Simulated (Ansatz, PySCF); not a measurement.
C2H6Te, SMILES C[Te]C. Atoms are numbered in the order given.

```xyz
9

C      1.5870     0.0000     1.0960
Te     0.0000     0.0000    -0.3920
C     -1.5870     0.0000     1.0960
H      1.5125     0.9031     1.7154
H      2.5435     0.0000     0.5561
H      1.5125    -0.9031     1.7154
H     -1.5125     0.9031     1.7154
H     -2.5435     0.0000     0.5561
H     -1.5125    -0.9031     1.7154
```
Charge 0, spin multiplicity 1.

The structure is a stationary point at B3LYP-D3(BJ)/def2-SVP. The def2 effective core potentials stand for the cores of Te; spin–orbit coupling is left out.

Two levels are set side by side: PBE-D3(BJ)/def2-SVP (Ansatz, a quantum-chemistry and plane-wave program) and B3LYP-D3(BJ)/def2-SVP (Ansatz). Each level has its own optimised geometry; the coordinates shown are those of the second. Frequencies come from the Hessian of PySCF at each geometry. Differences are taken from unrounded values.

| quantity | B3LYP-D3(BJ) |
|---|---|
| mean bond length (Å) | 1.367 |
| bond C1–Te2 (Å) | 2.175 |
| bond Te2–C3 (Å) | 2.175 |
| bond C1–H4 (Å) | 1.098 |
| bond C1–H5 (Å) | 1.098 |
| bond C1–H6 (Å) | 1.098 |
| bond C3–H7 (Å) | 1.098 |
| bond C3–H8 (Å) | 1.098 |
| bond C3–H9 (Å) | 1.098 |
| highest harmonic wavenumber (cm⁻¹) | 3174 |
| mean harmonic wavenumber (cm⁻¹) | 1514 |
| zero-point energy (kcal/mol) | 45.45 |

Problem. What does PBE-D3(BJ) give, and how far is it from B3LYP-D3(BJ)? (An estimate is asked for; the answer gives what the named calculation found.)

Solution. 
```json
[
 {"quantity": "mean bond length (Å)", "PBE-D3(BJ)": "1.373", "PBE-D3(BJ) minus B3LYP-D3(BJ)": "0.006"},
 {"quantity": "bond C1–Te2 (Å)", "PBE-D3(BJ)": "2.175", "PBE-D3(BJ) minus B3LYP-D3(BJ)": "0.000"},
 {"quantity": "bond Te2–C3 (Å)", "PBE-D3(BJ)": "2.175", "PBE-D3(BJ) minus B3LYP-D3(BJ)": "0.000"},
 {"quantity": "bond C1–H4 (Å)", "PBE-D3(BJ)": "1.105", "PBE-D3(BJ) minus B3LYP-D3(BJ)": "0.008"},
 {"quantity": "bond C1–H5 (Å)", "PBE-D3(BJ)": "1.106", "PBE-D3(BJ) minus B3LYP-D3(BJ)": "0.008"},
 {"quantity": "bond C1–H6 (Å)", "PBE-D3(BJ)": "1.105", "PBE-D3(BJ) minus B3LYP-D3(BJ)": "0.008"},
 {"quantity": "bond C3–H7 (Å)", "PBE-D3(BJ)": "1.105", "PBE-D3(BJ) minus B3LYP-D3(BJ)": "0.008"},
 {"quantity": "bond C3–H8 (Å)", "PBE-D3(BJ)": "1.106", "PBE-D3(BJ) minus B3LYP-D3(BJ)": "0.008"},
 {"quantity": "bond C3–H9 (Å)", "PBE-D3(BJ)": "1.105", "PBE-D3(BJ) minus B3LYP-D3(BJ)": "0.008"},
 {"quantity": "highest harmonic wavenumber (cm⁻¹)", "PBE-D3(BJ)": "3118", "PBE-D3(BJ) minus B3LYP-D3(BJ)": "-56"},
 {"quantity": "mean harmonic wavenumber (cm⁻¹)", "PBE-D3(BJ)": "1476", "PBE-D3(BJ) minus B3LYP-D3(BJ)": "-38"},
 {"quantity": "zero-point energy (kcal/mol)", "PBE-D3(BJ)": "44.32", "PBE-D3(BJ) minus B3LYP-D3(BJ)": "-1.13"}
]
```

Exact exchange shortens and stiffens bonds; PBE has none. Differences between two approximate levels are no errors against the true value.
